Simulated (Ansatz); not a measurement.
Ideal-gas functions of ClF2H3SiSn, SMILES `[F][Sn]([F])([SiH3])[Cl]` at 800 K and 1 bar, from an Ansatz frequency run at PBE0-D4/def2-TZVP.

Molar mass 223.27 g/mol, point group Cs (symmetry number 1), electronic degeneracy 1, moments of inertia 241.48, 382.305, 449.802 u Å². Harmonic wavenumbers (cm⁻¹, unscaled): 55, 69, 83, 134, 163, 180, 303, 390, 495, 497, 631, 633, 832, 928, 929, 2249, 2277, 2277.

Use S(trans) = R[1.5 ln M + 2.5 ln T − 1.1517]; rotational temperatures θ = 24.2544 K / I; S(rot) = R[ln(√π/σ · √(T³/θAθBθC)) + 1.5]; for each mode x = 1.438777 ν̃/T, S = R[x/(eˣ − 1) − ln(1 − e⁻ˣ)] and H = RT x/(eˣ − 1); 1 cm⁻¹ = 0.0119627 kJ/mol; R = 8.31446 J/(mol·K).

**Question.** By hand: the entropy, in J/(mol·K).

**Answer.** Translation 196.8. Rotation: θ = 0.1004, 0.0634, 0.0539 K, giving 133.8. Vibration, mode by mode: 27.55, 25.67, 24.14, 20.17, 18.55, 17.73, 13.46, 11.43, 9.55, 9.52, 7.70, 7.67, 5.70, 4.96, 4.95, 0.75, 0.72, 0.72, in all 210.9. Electronic 0.0. Sum 541.5 J/(mol·K).

**Question.** By hand: H − E and G − E in kJ/mol, counted from the electronic energy.

**Answer.** Zero-point energy ½ × 13125 × 0.0119627 = 78.5; thermal vibration 70.4; translation, rotation and pV give 4 RT = 26.6. H − E = 175.5 kJ/mol, and G − E = 175.5 − 800 × 541.5/1000 = -257.7 kJ/mol.

Vibration gives 39 % of the entropy, 97.5 J/(mol·K) of it from the modes under 150 cm⁻¹: soft modes count most, and the harmonic formula is weakest for them.
